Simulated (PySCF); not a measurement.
Input of a response calculation (the driver script's job line, then coordinates in Å):

```
{"job": {"kind": "uv", "xc": "PBE0", "basis": "def2-SVPD", "nstates": 8, "ntriplets": 3}, "charge": 0, "multiplicity": 1}
F     -0.873536     1.462125     0.810041
C     -1.660062     0.609770     0.118439
F     -1.579335     1.010444    -1.166390
F     -2.919044     0.865787     0.511746
C     -1.220875    -0.800140     0.284145
Ge     0.580729    -0.914661    -0.579716
Si     2.159949     0.648616     0.197358
H     -1.949549    -1.448952    -0.198496
H     -1.200072    -1.030852     1.347545
H      0.926061    -2.373375    -0.356669
H      0.258031    -0.897843    -2.053762
H      2.014898     0.801279     1.644338
H      1.964230     1.929618    -0.475455
H      3.497898     0.137712    -0.105288
```

Its output, with some lines taken out ([cut]) and without the SCF cycles:

```
converged SCF energy = -2745.0831627754

[cut]

Singlet excitations
state   eV       nm        f      main configurations
[cut]
  2   7.6604    161.9   0.02763   H->L+2 0.66, H->L+1 0.23
  3   7.8429    158.1   0.19081   H->L+1 0.57, H->L+2 0.18, H->L+3 0.11
  4   7.9189    156.6   0.02296   H-1->L 0.61, H-2->L 0.22
  5   8.0434    154.1   0.09355   H->L+3 0.75
  6   8.1832    151.5   0.06181   H-1->L+1 0.44, H-2->L 0.27
[cut]
  8   8.3416    148.6   0.02382   H-1->L+2 0.64, H-2->L+2 0.19

Triplet excitations (Tamm-Dancoff, eV): 6.5694 6.7542 6.9176
```

Theory: TDDFT PBE0/def2-SVPD, vertical, gas phase, core orbitals frozen in the response in PySCF 2.14.0, density-fitted response routines. One conformer (not necessarily the lowest) at the GFN2-xTB geometry, without solvent, vibrations or thermal averaging. The PBE0/def2-SVPD calculation is non-relativistic and has no spin–orbit coupling, an omission that weighs most on germanium.

Task: Restore the lines that were cut, in order.

Result: 
```
Static polarisability (au): isotropic 87.118, principal 75.357 85.388 100.609
  1   7.4215    167.1   0.02867   H->L 0.88
  7   8.2723    149.9   0.12826   H-2->L+1 0.30, H-2->L 0.27, H-1->L+1 0.25
```

Task: Give the mean polarisability in Å³.

Result: 87.12 au × 0.148185 = 12.91 Å³.

Task: How many basis functions and electrons does this run hold?

Result: 227 basis functions for 92 electrons in 46 doubly occupied orbitals.

Task: What share of the summed oscillator strength falls to the strongest level in this window?

Result: State 3 at 158 nm: 0.1908 of 0.5775, or 33%.

Task: Which species is it?

Result: `FC(F)(F)[CH2][GeH2][SiH3]` (C2H7F3GeSi), point group C1.

H and L stand for HOMO and LUMO.

Conformer computed: `[F:1][C:2]([F:3])([F:4])[CH2:5][GeH2:6][SiH3:7]`: F1–C2–C5–Ge6 -66°, C2–C5–Ge6–Si7 54°.
